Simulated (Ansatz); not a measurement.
The same path of CHBFNSe (6 atoms, charge 0, multiplicity 1) was run twice with different band settings. Lost on the way: B4–H6. Made: N3–H6.

Theory: Ansatz, UKS BLYP/def2-SVP.

Relaxed end points:

```xyz
6
Properties=species:S:1:pos:R:3
F 1.326 -1.828 -0.304
C 0.561 -0.761 -0.140
N -0.354 -0.614 0.751
B -0.674 0.735 0.264
Se 0.675 0.874 -1.269
H -1.492 1.529 0.652
```

```xyz
6
Properties=species:S:1:pos:R:3
F 0.976 -1.436 0.301
C 0.109 -0.660 -0.403
N -0.731 0.168 0.385
B 0.020 1.326 0.046
Se 0.925 0.699 -1.574
H -1.256 -0.161 1.200
```

Common settings: movable images 5; climbing image yes; optimiser quadratic models (default); start path through a guess of the saddle point; force threshold 0.05 eV/Å; end points relaxed.

| run | spring | iteration limit |
| --- | --- | --- |
| 1 | 5.0 eV/Å² | 59 |
| 2 | 2.0 to 10.0 eV/Å², energy-weighted | 60 |

Problem. What does each run give, and how far can it be trusted?

Solution. Run 1: converged after 15 iterations, highest image 3.126 eV above the first end. Neighbouring images differ by up to 1.6 eV, so the band resolves the path poorly. A vibrational analysis at the climbing image gives one clearly imaginary mode, 1356i cm⁻¹: a first-order saddle point.
Run 2: converged after 14 iterations, highest image 3.126 eV above the first end. Neighbouring images differ by up to 1.5 eV, so the band resolves the path poorly. Another band between the same ends (5 images) ends at a top of the same energy, where a vibrational analysis finds 1 clearly imaginary mode.
The orbitals stay closed-shell, which can raise the energy where a bond breaks towards radicals; this wasn't checked here.
